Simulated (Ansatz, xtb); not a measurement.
**Two isomers of C4H4B2ClF**

We compare a, `FC1=CBC=CB1Cl`, a singlet, with b, `FC1=CB(Cl)C=CB1`, a singlet. Both are isolated molecules in the gas phase, relaxed with B3LYP/def2-SVP.

a (Å):

```yaml
atoms:
  - { symbol: C, position_ang: [-0.8428, 0.9102, 0.4139] }
  - { symbol: C, position_ang: [0.3351, 1.2919, -0.1261] }
  - { symbol: C, position_ang: [1.3184, -1.1629, 0.4795] }
  - { symbol: C, position_ang: [0.1338, -1.5406, 1.0203] }
  - { symbol: B, position_ang: [1.5109, 0.2787, -0.1329] }
  - { symbol: B, position_ang: [-1.0501, -0.5299, 1.0324] }
  - { symbol: Cl, position_ang: [-2.6068, -0.9625, 1.7196] }
  - { symbol: F, position_ang: [-1.8854, 1.7512, 0.4424] }
  - { symbol: H, position_ang: [0.4147, 2.3043, -0.5386] }
  - { symbol: H, position_ang: [2.5759, 0.5927, -0.6070] }
  - { symbol: H, position_ang: [2.1518, -1.8778, 0.4724] }
  - { symbol: H, position_ang: [0.0066, -2.5446, 1.4452] }
```

b (Å):

```xyz
12

C    -1.1468    0.5303    0.4124
C    -0.5951    0.4316    1.6420
C     1.5337   -0.7908    0.4635
C     0.9539   -0.6767   -0.7577
B     0.7952   -0.2427    1.7409
B    -0.4451   -0.0017   -0.8952
Cl    1.5821   -0.4072    3.3161
F    -2.3523    1.1056    0.2627
H    -1.1351    0.8222    2.5114
H     2.5185   -1.2650    0.5653
H     1.4773   -1.0621   -1.6418
H    -1.0010    0.1254   -1.9557
```

Question: Estimate E(b) − E(a) at the level CCSD(T)/def2-SVP + ΔMP2/def2-TZVPP.

Answer: Too close to call at this level: CCSD(T)/def2-SVP + ΔMP2/def2-TZVPP gives E(b) − E(a) = −0.86 kcal/mol.

Level by level:

| level | geometry | E(b) − E(a) (kcal/mol) | departure from the last row (kcal/mol) | job, with rough time for the two |
| --- | --- | --- | --- | --- |
| GFN2-xTB | GFN2-xTB | −1.52 | −0.66 | optimisation, 0.16 s |
| HF/STO-3G | GFN2-xTB | −1.31 | −0.46 | single point, 0.4 s |
| r2SCAN-D4/def2-SVP | GFN2-xTB | −0.65 | +0.20 | single point, 3.9 s |
| B3LYP/def2-SVP | B3LYP/def2-SVP | −0.82 | +0.04 | optimisation, 25 s |
| HF/def2-SVP | B3LYP/def2-SVP | −1.10 | −0.25 | part of the CCSD(T) run |
| MP2/def2-SVP | B3LYP/def2-SVP | −0.52 | +0.33 | part of the CCSD(T) run |
| CCSD(T)/def2-SVP | B3LYP/def2-SVP | −0.50 | +0.36 | single point |
| CCSD(T)/def2-SVP + ΔMP2/def2-TZVPP | B3LYP/def2-SVP | −0.86 |  | single point, 64 s |

As drawn, both hold the same kinds of bond in the same numbers.

The largest departure from CCSD(T)/def2-SVP + ΔMP2/def2-TZVPP is that of GFN2-xTB, 0.66 kcal/mol. The last row adds to CCSD(T) the change of the MP2 difference between the two basis sets, here −0.36 kcal/mol.

With thermal terms from frequencies at re-optimised GFN2-xTB minima (ideal gas, soft modes damped towards free rotors, one conformer each, 298.15 K, 1 atm): on the last row, ΔE + ΔZPE = −0.81, ΔH = −0.87, ΔG = −0.75 kcal/mol.

The correlated steps freeze 12 core orbitals. Codes used: Ansatz 0.2.0, xtb 6.7.1; the last row on 4 threads of Arm Neoverse V1 on a shared host.
